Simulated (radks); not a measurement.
Question: Rh+, 44 electrons, occupied as [Kr] 4d8 (the NIST ground configuration). All-electron calculation, Dirac Kohn-Sham, PBE, spin-unpolarised, spherical densities, finite nucleus; open shells fill j = l - 1/2 first; Fermi nuclear charge, rms radius 4.4945 fm. Program: a radial shooting solver on a logarithmic mesh with Libxc functionals. Some entries of the table are withheld. Estimate them.

orbital  occ.  eigenvalue (eV)  <1/r> (bohr^-1)  <r^2> (bohr^2)
1s1/2       2        -23032.99            47.05        0.001438
2s1/2       2        -3344.824            10.79         0.02368
2p1/2       2        -3097.456              (1)         0.01777
2p3/2       4        -2952.837              (2)         0.01911
3s1/2       2        -603.9198            3.743          0.1746
3p1/2       2              (3)            3.646          0.1708
3p3/2       4              (4)            3.503          0.1802
3d3/2       4        -310.7968            3.330          0.1623
3d5/2       6        -305.8910            3.293          0.1652
4s1/2       2         -90.0798              (5)           1.092
4p1/2       2         -60.7402            1.282           1.294
4p3/2       4         -56.8557            1.238           1.371
4d3/2       4         -13.7910           0.8856           2.882
4d5/2       4         -13.3899           0.8729           2.970
5s1/2       0              (6)           0.4290           10.07
5p1/2       0          -6.3436           0.3319           16.44
5p3/2       0          -6.1169           0.3220           17.35

Answer: 
(1) 2p1/2 <1/r> (bohr^-1): 10.77
(2) 2p3/2 <1/r> (bohr^-1): 10.17
(3) 3p1/2 eigenvalue (eV): -507.0924
(4) 3p3/2 eigenvalue (eV): -482.2146
(5) 4s1/2 <1/r> (bohr^-1): 1.406
(6) 5s1/2 eigenvalue (eV): -10.7695
